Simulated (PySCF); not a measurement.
`C=Cc1c[p-]c([SiH3])c1`: 4 charge schemes on one density

C₆H₈PSi (charge -1).
Structure used (GFN2-xTB), in Å, numbered top down from 1:
```
atom  x, y, z in Å
C1    -2.6926    1.0644   -0.8012
C2    -2.3021    0.0227   -0.0590
C3    -0.9578   -0.3914    0.2195
C4    -0.6656   -1.5105    1.0100
P5     1.0234   -1.8069    1.2096
C6     1.3855   -0.3844    0.2018
Si7    3.0933    0.1950   -0.2085
C8     0.2226    0.2282   -0.2271
H9    -3.7368    1.2977   -0.9507
H10   -1.9870    1.7196   -1.2844
H11   -3.0730   -0.5955    0.3978
H12   -1.4229   -2.1395    1.4611
H13    3.8906   -0.7413   -1.0300
H14    3.0383    1.4510   -0.9859
H15    3.9431    0.4883    0.9641
H16    0.2334    1.1116   -0.8516
```

Density: PBE0/pcSseg-1 (PySCF); schemes: Mulliken, IAO, Hirshfeld and ESP-fitted. The structure is a single GFN2-xTB conformer in the gas phase; no vibrational or solvent corrections. The pcSseg-1 basis has no diffuse functions, a weakness for an anion.

Problem. At which atom do the 4 schemes differ most?

Solution. At P5: from -0.437 (ESP-fitted) to +0.171 e (Mulliken), 0.608 e apart.

Problem. Which atoms carry the highest charge in the Mulliken, IAO, Hirshfeld and ESP-fitted schemes?

Solution. All schemes agree: Mulliken Si7 (+0.560); IAO Si7 (+0.591); Hirshfeld Si7 (+0.234); ESP-fitted Si7 (+0.329).

Problem. Tabulate the Mulliken, IAO, Hirshfeld and ESP-fitted charges.

Solution. In e:

```tsv
atom	environment	Mulliken	IAO	Hirshfeld	ESP-fitted
C1	terminal =CH2 carbon	-0.197	-0.408	-0.177	-0.605
C2	alkene CH carbon	-0.100	-0.116	-0.061	+0.013
C3	substituted aromatic carbon	-0.203	-0.083	-0.072	-0.154
C4	aromatic CH carbon	-0.384	-0.435	-0.177	-0.164
P5	phosphorus bonded to 2 C	+0.171	+0.073	-0.170	-0.437
C6	substituted aromatic carbon	-0.652	-0.551	-0.213	-0.086
Si7	SiH3 silicon	+0.560	+0.591	+0.234	+0.329
C8	aromatic CH carbon	-0.016	-0.197	-0.109	-0.148
H9	vinylic hydrogen	+0.068	+0.117	+0.009	+0.154
H10	vinylic hydrogen	+0.087	+0.125	+0.018	+0.188
H11	vinylic hydrogen	+0.048	+0.122	+0.026	+0.092
H12	aromatic hydrogen	+0.036	+0.119	+0.006	+0.123
H13	Si–H hydrogen	-0.145	-0.161	-0.112	-0.132
H14	Si–H hydrogen	-0.157	-0.153	-0.108	-0.158
H15	Si–H hydrogen	-0.143	-0.158	-0.110	-0.126
H16	aromatic hydrogen	+0.027	+0.113	+0.016	+0.111
```

Mean size of the charges over all atoms: IAO 0.220 e, ESP-fitted 0.189 e, Mulliken 0.187 e, Hirshfeld 0.101 e. Each set sums to the total charge, -1, to within 0.001 e. The Hirshfeld scheme divides the density at each point in proportion to the densities of the neutral, spherically averaged free atoms. The Mulliken scheme counts on each atom the diagonal of the density matrix times the overlap matrix over that atom's basis functions.

Problem. Sum the charges by element, for elements with more than one atom.

Solution. 
| element | atoms | Mulliken | IAO | Hirshfeld | ESP-fitted |
| --- | --- | --- | --- | --- | --- |
| C | 6 | -1.552 | -1.790 | -0.810 | -1.145 |
| H | 8 | -0.180 | +0.125 | -0.254 | +0.253 |

Problem. How closely do the schemes follow one another over all atoms?

Solution. Correlation coefficient and root-mean-square difference: Mulliken with IAO 0.94, 0.093 e; IAO with Hirshfeld 0.91, 0.175 e; Hirshfeld with ESP-fitted 0.82, 0.153 e; Mulliken with Hirshfeld 0.81, 0.177 e; IAO with ESP-fitted 0.66, 0.207 e; Mulliken with ESP-fitted 0.45, 0.253 e.

Problem. How many electrons does the Mulliken scheme count on C6?

Solution. Z − q = 6 − (-0.652) = 6.652.
